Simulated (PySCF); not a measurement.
Si(Cl)2(OH)2 (Cl2H2O2Si), SMILES O[Si](O)(Cl)Cl.

The structure is a stationary point at PBE0-D3(BJ)/def2-SVP. One conformer was computed; it need not be the lowest.

Method: PySCF with PBE/def2-TZVP.

Isolated molecule, no solvent.

**Question.** Estimate the frontier levels, gap, dipole moment and polarisability. (The exact figures need the calculation; the answer reports its results.)

**Answer.** 
The highest occupied level is -7.70 eV. The lowest empty level is -0.81 eV and the orbital gap comes out as 6.88 eV. The dipole moment is 1.92 D and the quadrupole, principal values (traceless, Buckingham form, about the centre of nuclear charge) comes out as -9.19, 3.08, 6.12 D·Å. The mean static polarisability is 53.2 bohr³ (7.89 Å³) and the polarisability, principal values comes out as 46.3, 52.1, 61.3 bohr³.
